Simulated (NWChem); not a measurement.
A series in which one site is exchanged, each optimised at PBE0/def2-SVP with NWChem, gas phase unless a solvent is named. This build's default masses of Se (78.918 u) and Br (79.917 u) are each other's, which moves their modes by up to 0.6 %. For some, no frequency run checked for a minimum. def2 effective core potentials on Sr, Te; no spin-orbit coupling.

A: [Cl][Zn][Br] (ZnBrCl; site = Zn)
B: [Br][Sr][Cl] (SrBrCl; site = Sr)
C: [Br][Ca][Cl] (CaBrCl; site = Ca)
D: Cl[Te]Br (TeBrCl; site = Te)

Values for A:

| Property | Value |
|---|---|
| orbital gap (eV), PBE0/def2-SVP | 6.92 |
| vertical ionisation energy, ΔSCF, CAM-B3LYP/def2-SVP (eV) | 11.02 |
| static polarisability, CAM-B3LYP/def2-SVPD (bohr³) | 57.7 |
| lowest singlet excitation, CAM-B3LYP/def2-SVPD, TDA (eV) | 5.65 |

Q: How do these values change for the other members?

A: 
```csv
change from A,B,C,D
"orbital gap (eV), PBE0/def2-SVP",-1.70,-1.34,-3.31
"vertical ionisation energy, ΔSCF, CAM-B3LYP/def2-SVP (eV)",-1.12,-0.76,-2.20
"static polarisability, CAM-B3LYP/def2-SVPD (bohr³)",+11.4,+6.4,+20.1
"lowest singlet excitation, CAM-B3LYP/def2-SVPD, TDA (eV)",-1.15,-0.93,-3.39
```
